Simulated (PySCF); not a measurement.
B(H)(Cl)2, HBCl2, SMILES ClBCl, singlet (B3LYP/def2-SVP optimised geometry):

```
4

B     -0.426     0.229     0.000
H     -1.017     1.271     0.000
Cl    -1.322    -1.271     0.000
Cl     1.322     0.229     0.000
```

Level of theory: B3LYP/def2-TZVP run with PySCF.

Task: What are the frontier orbital energies and the dipole moment?

Result: HOMO-2 -9.42 eV, HOMO-1 -9.04 eV, HOMO -9.01 eV, LUMO -1.97 eV, LUMO+1 1.22 eV; dipole moment 0.46 D.

On the same geometry PBE/def2-TZVP run with PySCF gives HOMO-2 -8.36 eV, HOMO-1 -7.91 eV, HOMO -7.84 eV, LUMO -2.74 eV, LUMO+1 0.60 eV; dipole moment 0.35 D.

Meta-Löwdin charges at B3LYP/def2-TZVP: B1 0.05, H2 0.03, Cl3 -0.04, Cl4 -0.04.
